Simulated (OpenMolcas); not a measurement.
Fe2+: ligand-field states by method

Fe2+ with its 6 nearest oxide ions at 2.246 Å, on the Ca site of CaO (a = 4.8105 Å, distance in the model lattice 2.405 Å). The rest of the host is ab initio model potentials to 7.6 Å, with orthogonalisation functions on the cations behind the ligands, and point charges beyond; the distance is set by hand and nothing relaxes. Ligand basis ANO-RCC-VDZP.

```
Program             : OpenMolcas 26.06
Basis               : ANO-RCC-VDZP [5s4p2d1f]
Scalar Hamiltonian  : DKH2, point nucleus
Active space        : 6 electrons in 5 orbitals (3d)
State averaging     : 2S+1 = 5 even, 5 roots; 2S+1 = 3 even, 45 roots; 2S+1 = 1 even, 50 roots
Spin-orbit coupling : state interaction with AMFI integrals over the reference wave functions
```

I. CASSCF
II. SS-CASPT2, IPEA 0.25 Eh, imaginary shift 0.1 Eh (closed shells correlated: 3s 3p and the ligand valence shells)

Spin-free states (labels of O, the rotations of Oh) in cm-1, each column counted from its own energy of the first state listed:

```csv
State,Degeneracy,I,II
5T2,3,0,0
5E,2,7999,9550
3T1,3,16375,12830
3T2,3,19641,15510
1A1,1,20348,15530
3T1,3,22518,19880
3T2,3,25007,21000
3E,2,25443,22570
1T1,3,26036,21630
3T1,3,26040,21980
3T2,3,30016,25920
3A2,1,30165,26260
3T1,3,31026,29320
1T2,3,31283,26550
3E,2,31796,29650
1E,2,33643,29040
3A1,1,34608,32360
1A1,1,34672,29140
1T2,3,36253,31100
3T2,3,36848,31900
```

From I to II, I's first state of the same spin (5E) moves from 7999 to 9550 cm-1, by about +1600 cm-1.

From I to II, I's first state of another spin (3T1) moves from 16375 to 12830 cm-1, by about -3500 cm-1.

χT at 300 K: I 4.08, II 4.06 cm3 K/mol.

Roots that are degenerate in the reference are averaged as groups; the widest CASPT2 spread within a group is 430 cm-1 (the 3-fold group of multiplicity 3 near 12800 cm-1 above the lowest state of its run, II). Shifts and gaps below about the spread of the groups concerned are not significant. Over all roots computed the reference weight is 0.69 to 0.71 in II; a low but even weight reflects the number of correlated electrons. An orbital triplet at a regular site is open to Jahn-Teller coupling, which can distort the site and quench the lowest spin-orbit gaps and is left out. Ligand-to-metal charge-transfer states are missing. Without dynamic correlation the repulsion within the d shell is too large (B by tens of per cent), so at a given field states of lower spin stand too high (holds for I). With no ligand orbital active B as a rule stays too high, so bands that hang on it stand too high and its fall with covalency is understated (holds for I). With metal d orbitals alone and no dynamic correlation 10Dq can be off by a tenth to a fifth, either way, in oxide and fluoride hosts (holds for I). A single d shell leaves out the double-shell effect, which counts most for late 3d ions, where the CASPT2 field can be off either way by tens of per cent (holds for II). These CASPT2 states fit no ligand-field parameters well, so their order and spin gaps are uncertain (holds for II). For late 3d ions with one d shell CASPT2 can put B and the spin-flip bands somewhat low as well as high (holds for II). With one d shell and no ligand orbital active, 10Dq can be off by tens of per cent for divalent 3d ions, low with halides held by bare charges and at times high in hosts (holds for II). Free-ion shares, where given, are those of the reference states; single-state CASPT2 does not remix them (holds for II). No measured value stands beside these numbers; the geometry was set by hand and not optimised.
